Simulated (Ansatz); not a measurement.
Relaxation of CH₄AlFO (8 atoms, charge 0, multiplicity 1), to a largest force component of 0.02 eV/Å in at most 50 steps.

Method: RKS PBE0-D4/6-31G* (Ansatz 0.2.0).

```xyz
8
Properties=species:S:1:pos:R:3:forces:R:3
O 0.612 1.426 -0.432 -0.89 3.73 -2.33
C 0.459 0.403 0.459 -4.04 -5.81 2.10
F 1.699 -0.033 0.770 2.50 0.95 0.93
Al -0.472 -1.099 -0.371 -0.24 -0.45 0.31
H -0.323 1.907 -0.475 3.27 -0.30 -0.13
H 1.592 1.539 -0.523 -0.27 1.46 -0.86
H -0.753 -2.454 0.462 -0.04 0.19 -0.06
H -1.079 -0.953 -1.859 -0.28 0.22 0.05
```

Task: Where does it end, and by what steps?

Result: The run converged. After 10 steps the energy has fallen by 2.322 eV; H5 moved furthest, 0.76 Å.

| step | energy less start (eV) | largest force component (eV/Å) | accepted |
| --- | --- | --- | --- |
| 0 | 0.0000 | 5.808 | yes |
| 1 | -1.2480 | 3.030 | yes |
| 2 | -1.7277 | 2.481 | yes |
| 3 | -2.0139 | 1.998 | yes |
| 4 | -2.2612 | 0.749 | yes |
| 5 | -2.2974 | 0.326 | yes |
| 6 | -2.3090 | 0.137 | yes |
| 7 | -2.3218 | 0.065 | yes |
| 8 | -2.3222 | 0.028 | yes |
| 9 | -2.3223 | 0.036 | yes |
| 10 | -2.3223 | 0.010 | yes |

```xyz
8
Properties=species:S:1:pos:R:3
O 0.571 1.411 -0.627
C 0.516 0.084 0.210
F 1.339 0.380 1.247
Al -0.543 -1.288 -0.436
H 0.272 2.156 -0.072
H 1.496 1.594 -0.882
H -0.617 -2.644 0.394
H -1.298 -0.958 -1.803
```

Whether the end is a true minimum wasn't checked by a vibrational analysis.

Run time: 37 s on 1 thread of Arm Neoverse V1, with other jobs on the host, peak memory 0.16 GiB.
